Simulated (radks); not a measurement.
Question: All-electron atom: Te II in [Kr] 4d10 5s2 5p3 (the NIST ground configuration). Method: non-relativistic Kohn-Sham, PBE, spin-polarised, spherical densities, point nucleus; open shells are filled with parallel spins first (spin-orbit coupling, left out, can overturn this in heavy ions); relativity is left out, which matters for an element this heavy; computed with a radial shooting solver on a logarithmic mesh with Libxc functionals. Some entries of the table are withheld. Estimate them.

orbital  occ.  eigenvalue (hartree)  <r^2> (bohr^2)  <r> (bohr)
1s up       1             -1117.365        0.001143     0.02924
1s down     1             -1117.362        0.001143     0.02924
2s up       1             -167.4878         0.01865      0.1260
2s down     1             -167.4866         0.01865      0.1260
2p up       3             -157.1853         0.01401      0.1074
2p down     3             -157.1828         0.01401      0.1074
3s up       1             -33.50449          0.1286      0.3357
3s down     1             -33.50178          0.1286      0.3357
3p up       3             -29.19992          0.1233      0.3263
3p down     3             -29.19677          0.1233      0.3263
3d up       5             -21.20542          0.1043      0.2970
3d down     5             -21.20247          0.1043      0.2970
4s up       1              -5.91547          0.7135      0.7947
4s down     1              -5.90868          0.7129      0.7945
4p up       3              -4.43418          0.7931         (1)
4p down     3              -4.42686          0.7913         (2)
4d up       5              -1.93386           1.096      0.9658
4d down     5              -1.92171           1.080      0.9599
5s up       1              -0.84471           5.032       2.114
5s down     1              -0.76318           5.011       2.105
5p up       3                   (3)           6.992       2.482
5p down     0                   (4)           7.270       2.521

Answer: 
(1) 4p up <r> (bohr): 0.8341
(2) 4p down <r> (bohr): 0.8334
(3) 5p up eigenvalue (hartree): -0.53425
(4) 5p down eigenvalue (hartree): -0.45048
